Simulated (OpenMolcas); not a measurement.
**C IV: CASPT2 settings compared**

```json
{
  "Program": "OpenMolcas 26.06",
  "Basis": "ANO-L-VDZP [3s2p1d]",
  "Scalar Hamiltonian": "non-relativistic, point nucleus",
  "Active space": "1 electron in 4 orbitals (2s 2p)",
  "State averaging": "2S+1 = 2 even, 1 root; 2S+1 = 2 odd, 3 roots",
  "Spin-orbit coupling": "RASSI with atomic mean-field integrals over the reference wave functions, term energies averaged over their components"
}
```

Methods on the same reference wave functions:
A. CASSCF
B. SS-CASPT2, IPEA 0.6 Eh, no level shift (closed shells correlated: 1s)
C. SS-CASPT2, IPEA 0.1 Eh, imaginary shift 0.3 Eh (closed shells correlated: 1s)
D. SS-CASPT2, IPEA 0.5 Eh, sigma2 regulariser 0.3 Eh (closed shells correlated: 1s)

Energies in cm⁻¹ above 2s ²S_1/2, the measured ground level; measured values from Moore, Selected Tables of Atomic Spectra, NSRDS-NBS 3, section 3.

| Level | A | B | C | D | Measured |
| --- | --- | --- | --- | --- | --- |
| 2s ²S_1/2 | 0.0 | 0.0 | 0.0 | 0.0 | 0.0 |
| 2p ²P°_1/2 | 71097 | 71044 | 71043 | 71044 | 64484 |
| 2p ²P°_3/2 | 71169 | 71115 | 71114 | 71115 | 64592 |

Deviations, from unrounded energies. A percentage is the sum of absolute deviations over the sum of measured energies, with the sign that they share, or ± where signs differ.

```
           Against measurement  Levels      A      B      C      D
mean absolute deviation (cm-1)       2   6600   6500   6500   6500
      other configurations (%)       2  +10.2  +10.1  +10.1  +10.1
```

A, B, C, D lie about equally close to measurement. The largest miss of C in the table is 2p ²P°_1/2, by +6600 cm-1. The ranking rests on the paired levels alone, and a cruder setting can come out closer through cancelling errors.

Among B to D no level of the table moves by more than 5 cm-1.

The lowest spin-free term lies below A's lowest term by 0.001 hartree in B, 0.001 hartree in C, 0.001 hartree in D.

The basis is small and was not contracted for so high a charge. With one active electron the reference holds no correlation, so core polarisation is missing (holds for A). With one active electron, CASPT2 adds the correlation within the correlated inactive shells and between them and that electron, and leaves the splitting within a term as the reference gives it (holds for B; C; D). Computed and measured levels are paired by configuration, term and J; levels that our copy of the source lacks, or whose pairing is in doubt (as where it misses far off the trend of its configuration), stay unpaired and out of the deviations. Levels of configurations outside the active space are missing.

° marks odd parity.
